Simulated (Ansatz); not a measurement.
Ansatz (an electronic-structure program) input (B3LYP-D3(BJ)/def2-TZVP):

Ansatz 0.2 input:
```yaml
crystal:
  periodic: [false, false, false]
  atoms:
    - {symbol: C, position_ang: [-1.18416276, -0.69295925, -0.35513152]}
    - {symbol: C, position_ang: [0.03320634, 0.22479664, -0.33157854]}
    - {symbol: C, position_ang: [1.30116421, -0.51437598, 0.10037701]}
    - {symbol: C, position_ang: [-0.19338817, 1.41497868, 0.56462244]}
    - {symbol: O, position_ang: [-1.22679788, 1.71416540, 1.09052264]}
    - {symbol: H, position_ang: [-1.34920644, -1.11889523, 0.63168104]}
    - {symbol: H, position_ang: [-2.07189684, -0.13109792, -0.63375037]}
    - {symbol: H, position_ang: [-1.03983683, -1.50188848, -1.06676868]}
    - {symbol: H, position_ang: [0.19971344, 0.63708448, -1.33612901]}
    - {symbol: H, position_ang: [1.50685203, -1.33363033, -0.58392773]}
    - {symbol: H, position_ang: [2.15865207, 0.15495188, 0.10548838]}
    - {symbol: H, position_ang: [1.17559874, -0.92510144, 1.09975087]}
    - {symbol: H, position_ang: [0.71802140, 2.03300774, 0.70484276]}
basis:
  gaussian:
    orbitals: def2-TZVP
hamiltonian:
  xc: b3lyp
  dispersion: d3bj
relax: {f_tol: 0.002, max_steps: 150}
```

Output:

```
Functional definition: B3LYP
integrals: 0.11 GiB planned
1223 factors; their error is unknown
mean field: 1.08 GiB planned
mean field evaluation 1: about -6316.1909 eV, gradient 7.5e1 eV
mean field evaluation 2: about -6305.9227 eV, gradient 1.0e2 eV
mean field evaluation 4: about -6328.0294 eV, gradient 8.7e0 eV
mean field evaluation 8: about -6328.1429 eV, gradient 6.2e-1 eV
mean field evaluation 16: about -6328.1435 eV, gradient 9.5e-5 eV
mean field -6328.14347719 eV, -232.5549834172 hartree, gradient 2.9e-5 eV, S^2 0.000000; 0 other end points of the search recorded, 0 dependent functions left out
the calculation of the forces begins
reference -6328.14375314 eV, -232.5549935581 hartree; 20, 20 occupied and 183, 183 virtual orbitals, 1223 factors
relax step   1: F+E_penalty+E_count = -6328.56945578 eV  Δ(F+E_penalty+E_count) = +0.000e0 eV  max|allowed force component| = 4.823e-1 eV/Å  Δτ_max = 0.0000 Å  (30 SCF iters, accepted)
these checks for a lower state are left out or cut short: starts, cluster_reference, orbital_swaps, neighbouring_geometries, increment
integrals: 0.11 GiB planned
1223 factors; their error is unknown
mean field: 1.08 GiB planned
mean field -6328.15617039 eV, -232.5554498836 hartree, gradient 2.1e-5 eV, S^2 0.000000; 0 other end points of the search recorded, 0 dependent functions left out
the calculation of the forces begins
reference -6328.15644731 eV, -232.5554600602 hartree; 20, 20 occupied and 183, 183 virtual orbitals, 1223 factors
relax step   2: F+E_penalty+E_count = -6328.57989601 eV  Δ(F+E_penalty+E_count) = -1.044e-2 eV  max|allowed force component| = 1.285e-1 eV/Å  Δτ_max = 0.0319 Å  (32 SCF iters, accepted)
these checks for a lower state are left out or cut short: starts, cluster_reference, orbital_swaps, neighbouring_geometries, increment
integrals: 0.11 GiB planned
1223 factors; their error is unknown
mean field: 1.07 GiB planned
mean field evaluation 32: about -6328.1564 eV, gradient 2.1e-5 eV
mean field -6328.15641847 eV, -232.5554590003 hartree, gradient 2.1e-5 eV, S^2 0.000000; 0 other end points of the search recorded, 0 dependent functions left out
the calculation of the forces begins
reference -6328.15669593 eV, -232.5554691966 hartree; 20, 20 occupied and 183, 183 virtual orbitals, 1223 factors
relax step   3: F+E_penalty+E_count = -6328.57910880 eV  Δ(F+E_penalty+E_count) = +7.872e-4 eV  max|allowed force component| = 2.234e-1 eV/Å  Δτ_max = 0.0522 Å  (33 SCF iters, rejected (line search))
these checks for a lower state are left out or cut short: starts, cluster_reference, orbital_swaps, neighbouring_geometries, increment
integrals: 0.11 GiB planned
1223 factors; their error is unknown
mean field: 1.08 GiB planned
mean field -6328.15857951 eV, -232.5555384170 hartree, gradient 2.0e-5 eV, S^2 0.000000; 0 other end points of the search recorded, 0 dependent functions left out
the calculation of the forces begins
reference -6328.15885669 eV, -232.5555486032 hartree; 20, 20 occupied and 183, 183 virtual orbitals, 1223 factors
relax step   4: F+E_penalty+E_count = -6328.58214423 eV  Δ(F+E_penalty+E_count) = -2.248e-3 eV  max|allowed force component| = 5.560e-2 eV/Å  Δτ_max = 0.0261 Å  (32 SCF iters, accepted)
these checks for a lower state are left out or cut short: starts, cluster_reference, orbital_swaps, neighbouring_geometries, increment
integrals: 0.11 GiB planned
1223 factors; their error is unknown
mean field: 1.08 GiB planned
mean field -6328.15975867 eV, -232.5555817502 hartree, gradient 2.2e-5 eV, S^2 0.000000; 0 other end points of the search recorded, 0 dependent functions left out
the calculation of the forces begins
reference -6328.16003634 eV, -232.5555919546 hartree; 20, 20 occupied and 183, 183 virtual orbitals, 1223 factors
relax step   5: F+E_penalty+E_count = -6328.58333615 eV  Δ(F+E_penalty+E_count) = -1.192e-3 eV  max|allowed force component| = 5.866e-2 eV/Å  Δτ_max = 0.0512 Å  (33 SCF iters, accepted)
these checks for a lower state are left out or cut short: starts, cluster_reference, orbital_swaps, neighbouring_geometries, increment
integrals: 0.11 GiB planned
1223 factors; their error is unknown
mean field: 1.08 GiB planned
mean field -6328.15768890 eV, -232.5555056878 hartree, gradient 2.0e-5 eV, S^2 0.000000; 0 other end points of the search recorded, 0 dependent functions left out
the calculation of the forces begins
reference -6328.15796672 eV, -232.5555158974 hartree; 20, 20 occupied and 183, 183 virtual orbitals, 1223 factors
relax step   6: F+E_penalty+E_count = -6328.58137040 eV  Δ(F+E_penalty+E_count) = +1.966e-3 eV  max|allowed force component| = 1.626e-1 eV/Å  Δτ_max = 0.0288 Å  (32 SCF iters, rejected (line search))
these checks for a lower state are left out or cut short: starts, cluster_reference, orbital_swaps, neighbouring_geometries, increment
integrals: 0.11 GiB planned
1223 factors; their error is unknown
mean field: 1.07 GiB planned
mean field -6328.16019609 eV, -232.5555978252 hartree, gradient 2.0e-5 eV, S^2 0.000000; 0 other end points of the search recorded, 0 dependent functions left out
the calculation of the forces begins
reference -6328.16047387 eV, -232.5556080334 hartree; 20, 20 occupied and 183, 183 virtual orbitals, 1223 factors
relax step   7: F+E_penalty+E_count = -6328.58379441 eV  Δ(F+E_penalty+E_count) = -4.583e-4 eV  max|allowed force component| = 1.197e-2 eV/Å  Δτ_max = 0.0140 Å  (32 SCF iters, accepted)
these checks for a lower state are left out or cut short: starts, cluster_reference, orbital_swaps, neighbouring_geometries, increment
integrals: 0.11 GiB planned
1223 factors; their error is unknown
mean field: 1.08 GiB planned
mean field evaluation 64: about -6328.1603 eV, gradient 4.3e-4 eV
mean field -6328.16030678 eV, -232.5556018930 hartree, gradient 2.0e-5 eV, S^2 0.000000; 0 other end points of the search recorded, 0 dependent functions left out
the calculation of the forces begins
reference -6328.16058476 eV, -232.5556121085 hartree; 20, 20 occupied and 183, 183 virtual orbitals, 1223 factors
relax step   8: F+E_penalty+E_count = -6328.58398176 eV  Δ(F+E_penalty+E_count) = -1.873e-4 eV  max|allowed force component| = 4.879e-2 eV/Å  Δτ_max = 0.0249 Å  (31 SCF iters, accepted)
these checks for a lower state are left out or cut short: starts, cluster_reference, orbital_swaps, neighbouring_geometries, increment
integrals: 0.11 GiB planned
1223 factors; their error is unknown
mean field: 1.08 GiB planned
mean field -6328.15871584 eV, -232.5555434272 hartree, gradient 2.0e-5 eV, S^2 0.000000; 0 other end points of the search recorded, 0 dependent functions left out
the calculation of the forces begins
reference -6328.15899389 eV, -232.5555536452 hartree; 20, 20 occupied and 183, 183 virtual orbitals, 1223 factors
relax step   9: F+E_penalty+E_count = -6328.58256946 eV  Δ(F+E_penalty+E_count) = +1.412e-3 eV  max|allowed force component| = 1.671e-1 eV/Å  Δτ_max = 0.0266 Å  (32 SCF iters, rejected (line search))
these checks for a lower state are left out or cut short: starts, cluster_reference, orbital_swaps, neighbouring_geometries, increment
integrals: 0.11 GiB planned
1223 factors; their error is unknown
mean field: 1.08 GiB planned
mean field -6328.16035988 eV, -232.5556038444 hartree, gradient 1.9e-5 eV, S^2 0.000000; 0 other end points of the search recorded, 0 dependent functions left out
the calculation of the forces begins
reference -6328.16063784 eV, -232.5556140595 hartree; 20, 20 occupied and 183, 183 virtual orbitals, 1223 factors
relax step  10: F+E_penalty+E_count = -6328.58410217 eV  Δ(F+E_penalty+E_count) = -1.204e-4 eV  max|allowed force component| = 9.887e-3 eV/Å  Δτ_max = 0.0103 Å  (33 SCF iters, accepted)
these checks for a lower state are left out or cut short: starts, cluster_reference, orbital_swaps, neighbouring_geometries, increment
integrals: 0.11 GiB planned
1223 factors; their error is unknown
mean field: 1.08 GiB planned
mean field -6328.16032829 eV, -232.5556026837 hartree, gradient 2.0e-5 eV, S^2 0.000000; 0 other end points of the search recorded, 0 dependent functions left out
the calculation of the forces begins
reference -6328.16060628 eV, -232.5556128996 hartree; 20, 20 occupied and 183, 183 virtual orbitals, 1223 factors
relax step  11: F+E_penalty+E_count = -6328.58411251 eV  Δ(F+E_penalty+E_count) = -1.034e-5 eV  max|allowed force component| = 4.598e-3 eV/Å  Δτ_max = 0.0053 Å  (33 SCF iters, accepted)
these checks for a lower state are left out or cut short: starts, cluster_reference, orbital_swaps, neighbouring_geometries, increment
integrals: 0.11 GiB planned
1223 factors; their error is unknown
mean field: 1.08 GiB planned
mean field -6328.16030905 eV, -232.5556019765 hartree, gradient 2.0e-5 eV, S^2 0.000000; 0 other end points of the search recorded, 0 dependent functions left out
the calculation of the forces begins
reference -6328.16058705 eV, -232.5556121929 hartree; 20, 20 occupied and 183, 183 virtual orbitals, 1223 factors
relax step  12: F+E_penalty+E_count = -6328.58411509 eV  Δ(F+E_penalty+E_count) = -2.575e-6 eV  max|allowed force component| = 4.128e-3 eV/Å  Δτ_max = 0.0022 Å  (34 SCF iters, accepted)
these checks for a lower state are left out or cut short: starts, cluster_reference, orbital_swaps, neighbouring_geometries, increment
integrals: 0.11 GiB planned
1223 factors; their error is unknown
mean field: 1.08 GiB planned
mean field evaluation 96: about -6328.1842 eV, gradient 6.1e-1 eV
mean field -6328.16032213 eV, -232.5556024573 hartree, gradient 1.9e-5 eV, S^2 0.000000; 0 other end points of the search recorded, 0 dependent functions left out
the calculation of the forces begins
reference -6328.16060013 eV, -232.5556126735 hartree; 20, 20 occupied and 183, 183 virtual orbitals, 1223 factors
relax step  13: F+E_penalty+E_count = -6328.58411607 eV  Δ(F+E_penalty+E_count) = -9.849e-7 eV  max|allowed force component| = 2.221e-3 eV/Å  Δτ_max = 0.0009 Å  (33 SCF iters, accepted)
these checks for a lower state are left out or cut short: starts, cluster_reference, orbital_swaps, neighbouring_geometries, increment
integrals: 0.11 GiB planned
1223 factors; their error is unknown
mean field: 1.08 GiB planned
mean field -6328.16031830 eV, -232.5556023165 hartree, gradient 1.9e-5 eV, S^2 0.000000; 0 other end points of the search recorded, 0 dependent functions left out
the calculation of the forces begins
reference -6328.16059630 eV, -232.5556125327 hartree; 20, 20 occupied and 183, 183 virtual orbitals, 1223 factors
relax step  14: F+E_penalty+E_count = -6328.58411663 eV  Δ(F+E_penalty+E_count) = -5.622e-7 eV  max|allowed force component| = 5.720e-4 eV/Å  Δτ_max = 0.0004 Å  (33 SCF iters, accepted)
integrals: 0.11 GiB planned
1223 factors; their error is unknown
mean field: 1.08 GiB planned
mean field evaluation 128: about -6328.1603 eV, gradient 1.1e-3 eV
mean field -6328.16031830 eV, -232.5556023165 hartree, gradient 1.9e-5 eV, S^2 0.000000; 1 other end points of the search recorded, 0 dependent functions left out
the calculation of the forces begins
reference -6328.16059630 eV, -232.5556125327 hartree; 20, 20 occupied and 183, 183 virtual orbitals, 1223 factors
Total energy: -6328.58439463 eV, -232.5711868341 hartree
Atom 0 at    -1.197391    -0.689314    -0.365325 Å, force     0.000034     0.000358     0.000047 eV/Å
Atom 1 at     0.024340     0.218053    -0.326107 Å, force     0.000063    -0.000245     0.000129 eV/Å
Atom 2 at     1.300793    -0.516630     0.108784 Å, force    -0.000339     0.000043     0.000164 eV/Å
Atom 3 at    -0.177959     1.424364     0.560836 Å, force    -0.000572    -0.000111     0.000184 eV/Å
Atom 4 at    -1.171569     1.666010     1.194692 Å, force     0.000092    -0.000154    -0.000212 eV/Å
Atom 5 at    -1.400155    -1.103965     0.623233 Å, force    -0.000200     0.000022    -0.000028 eV/Å
Atom 6 at    -2.086066    -0.141955    -0.678274 Å, force     0.000004    -0.000085     0.000096 eV/Å
Atom 7 at    -1.035593    -1.516779    -1.057697 Å, force     0.000130     0.000012     0.000111 eV/Å
Atom 8 at     0.210523     0.631871    -1.327561 Å, force     0.000053     0.000234    -0.000413 eV/Å
Atom 9 at     1.534724    -1.317837    -0.592805 Å, force     0.000061    -0.000034    -0.000014 eV/Å
Atom 10 at     2.159734     0.156291     0.149028 Å, force    -0.000020     0.000019    -0.000000 eV/Å
Atom 11 at     1.170620    -0.960964     1.097776 Å, force     0.000339    -0.000115    -0.000032 eV/Å
Atom 12 at     0.695919     2.111893     0.603420 Å, force     0.000354     0.000058    -0.000032 eV/Å
Dipole moment:     0.414257    -0.229967    -0.337609 e Å
```
